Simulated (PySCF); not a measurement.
CaF₂, SMILES [F][Ca][F]. Heavy atoms are numbered as in [Ca:1]([F:2])[F:3].

Geometry optimised at PBE0-D3(BJ)/def2-TZVP. The isomer is the one that the SMILES or the coordinates give; other isomers of the formula were not compared.

Level of theory: B3LYP/def2-TZVPD in PySCF.

Mulliken values depend strongly on the basis, most of all with diffuse functions as here. ESP charges are fitted to the potential on shells at 1.4 to 2.0 van der Waals radii. Atomic charges (e), one atom of each kind:

| atom | meta-Löwdin | Mulliken | ESP fit |
|---|---|---|---|
| Ca1 | … | 1.58 | 1.41 |
| F2 | … | -0.79 | -0.70 |

Problem. What belongs in the gaps? (An estimate is asked for; the answer gives what the named calculation found.)

Solution. 
- Ca1, meta-Löwdin: 1.74
- F2, meta-Löwdin: -0.87
